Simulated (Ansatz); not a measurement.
Relaxation of BH$_{5}$OSSi (9 atoms, charge 0, multiplicity 1), to a largest force component of 0.02 eV/Å in at most 50 steps.

Theory: Ansatz, UKS PBE0-D4/6-31G*.

```xyz
9
Properties=species:S:1:pos:R:3
Si -0.957 0.618 0.595
O 0.019 -0.624 1.087
B 0.604 -1.141 -0.148
S 2.404 -0.514 -0.688
H -1.689 1.213 1.740
H -0.213 1.746 -0.051
H -1.992 0.166 -0.357
H 3.336 -1.482 -0.372
H 1.764 0.488 -1.456
```

Question: Where does it end, and by what steps?

Answer: The run converged. After 20 steps the energy has fallen by 1.990 eV; H9 moved furthest, 1.68 Å. Parted: S4–H9.

```tsv
step	energy less start (eV)	largest force component (eV/Å)	accepted
0	0.0000	3.224	yes
1	-0.7592	2.062	yes
2	-0.9506	0.823	yes
3	-1.0607	0.590	yes
4	-1.2092	1.494	yes
5	-1.3181	1.758	yes
6	-1.4860	1.710	yes
7	-1.6874	0.488	yes
8	-1.7782	0.654	yes
9	-1.8288	1.007	yes
10	-1.8739	0.239	yes
11	-1.9217	0.305	yes
12	-1.9589	0.338	yes
13	-1.9550	0.421	no
14	-1.9754	0.155	yes
15	-1.9860	0.057	yes
16	-1.9855	0.286	no
17	-1.9882	0.060	yes
18	-1.9897	0.053	yes
19	-1.9896	0.067	no
20	-1.9901	0.011	yes
```

```xyz
9
Properties=species:S:1:pos:R:3
Si -1.117 0.665 0.452
O 0.463 0.110 0.394
B 0.985 -1.027 -0.080
S 2.769 -1.324 -0.074
H -1.439 0.967 1.868
H -1.195 1.903 -0.362
H -2.046 -0.365 -0.081
H 2.715 -2.548 -0.629
H 2.140 2.089 -1.138
```

The run took 61 s on 2 threads of Arm Neoverse V2, on a shared host, peak memory 0.24 GiB.
